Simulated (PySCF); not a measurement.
Compound: C3H7NOSi.
SMILES with atom numbers: `[O:1]=[CH:2][NH:3][SiH:4]1[CH2:5][CH2:6]1` (hydrogens: H7 on C2; H8 on N3; H9 on Si4; H10, H11 on C5; H12, H13 on C6)

Structure used (PBE0-D3(BJ)/def2-SVP), in Å, numbered top down from 1:
```xyz
13
C3H7NOSi angstrom
O      2.2318    1.2772    1.1195
C      2.3733    0.2398    0.5151
N      1.3914   -0.3084   -0.2551
Si    -0.1494    0.5399   -0.4181
C     -1.6075   -0.5556   -0.7246
C     -1.5484    0.0809    0.6902
H      3.3220   -0.3481    0.5387
H      1.5963   -1.1781   -0.7346
H     -0.0364    1.8778   -1.0347
H     -2.4175   -0.2145   -1.3792
H     -1.4772   -1.6433   -0.7720
H     -2.3204    0.8208    0.9295
H     -1.3544   -0.6056    1.5218
```

Level: PBE0/pcSseg-1 in PySCF, non-relativistic, on one gas-phase PBE0-D3(BJ)/def2-SVP geometry that isn't relaxed in the solvent. The solvent is an IEF-PCM continuum (van der Waals radii × 1.2). Specific hydrogen bonds and non-electrostatic terms are outside this model.

```
run  E − E(gas) (kcal/mol)  HOMO (eV)  HOMO–LUMO gap (eV)  dipole (D)
gas                   0.00      -6.97                7.04        3.40
  P                  -7.53      -6.88                6.98        4.51
  Q                  -3.30      -6.91                7.00        3.86
```

Question: The runs were made in benzene and methanol. Which run belongs to which solvent?

Answer: P = methanol, Q = benzene. The dielectric constants are 2.271 (benzene), 32.61 (methanol), and the energy falls further as ε rises. In this model the ground state sees the solvent through ε alone.

Question: How constant is the ratio of the lowering to (ε − 1)/(2ε + 1)?

Answer: 
| solvent | (ε − 1)/(2ε + 1) | E − E(gas) (kcal/mol) | ratio (kcal/mol) | polarisation term (kcal/mol) |
| --- | --- | --- | --- | --- |
| benzene | 0.229 | -3.30 | -14.4 | -3.60 |
| methanol | 0.477 | -7.53 | -15.8 | -9.17 |

The ratio changes by +9.5 % in size from benzene to methanol. The polarisation term is half the interaction of the solute with the induced surface charges.
